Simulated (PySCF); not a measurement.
Cl₃GeHS.

```xyz
6

S      0.7580     2.0863     0.0000
Ge     0.0012     0.0081     0.0000
Cl     0.6543    -1.0982    -1.7316
Cl    -2.1449     0.1186     0.0000
Cl     0.6543    -1.0982     1.7316
H      2.0515     1.6823     0.0000
```
Charge 0, spin multiplicity 1.

The structure is a stationary point at B3LYP-D3(BJ)/def2-SVP. This is a generated structure with no PubChem entry under its InChIKey; it may be hypothetical. Other conformers were not sampled.

Computed with HF/pcSseg-1 (PySCF). Non-relativistic, no solvent.

Computed absolute GIAO shielding of each atom: isotropic value and principal components (ppm):
```
atom  σ(iso)     σ11     σ22     σ33   span
----  ------  ------  ------  ------  -----
S1     638.1   488.8   630.1   795.5  306.7
Ge2   1362.1  1288.4  1378.0  1420.0  131.6
Cl3    836.5   726.4   764.2  1018.9  292.5
Cl4    871.3   765.1   819.8  1029.1  264.0
Cl5    836.5   726.4   764.2  1018.9  292.5
H6      29.8    21.8    26.6    41.2   19.4
```
